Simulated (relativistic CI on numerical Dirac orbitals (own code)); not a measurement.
## Mo4+: 4p photoemission

Computed with this model: Dirac-Coulomb-Breit CI, KLI orbitals optimised for each configuration, model QED, valence Slater integrals scaled by 0.9, multiplet model of photoemission in the sudden approximation; configurations [Kr] 4d2 → [Ar] 3d10 4s2 4p5 4d2; 300 K; Lorentzian 1.2 eV and Gaussian 0.6 eV FWHM. Energies are those of the free ion, without screening or charge transfer. The energies are binding energies and can lie tens of eV above those of solids. S is read from ⟨S²⟩ = S(S + 1).

Field parameters in Wybourne normalisation: Oh B⁴₀ = 21Dq, B⁴₄ = √(5/14) B⁴₀. The field is a parameter set, without covalency.

free ion: ground-state S = 0.99, centroid 92.98 eV. Peaks (eV, height): 88.8 (49), 90.8 (100), 92.2 (74), 101.4 (16), 106.8 (17).

Oh, 10Dq = 7250 cm⁻¹: ground-state S = 1.00, centroid 93.00 eV. Peaks (eV, height): 89.0 (60), 90.8 (100), 101.8 (15), 106.8 (14).

Oh, 10Dq = 20000 cm⁻¹: ground-state S = 1.00, centroid 93.01 eV. Peaks (eV, height): 89.2 (64), 90.8 (100), 103.2 (11), 107.4 (12).

Strongest unbroadened transitions for free ion:

```csv
Energy (eV),Relative strength
88.65,34.6
88.77,41.2
88.98,15.3
90.53,10.0
90.66,100.0
90.81,82.4
91.36,30.4
91.62,4.2
91.96,27.6
92.29,25.2
92.37,31.1
92.73,64.1
94.01,11.5
94.17,25.4
94.54,6.6
95.20,5.4
101.34,37.1
106.73,38.5
```
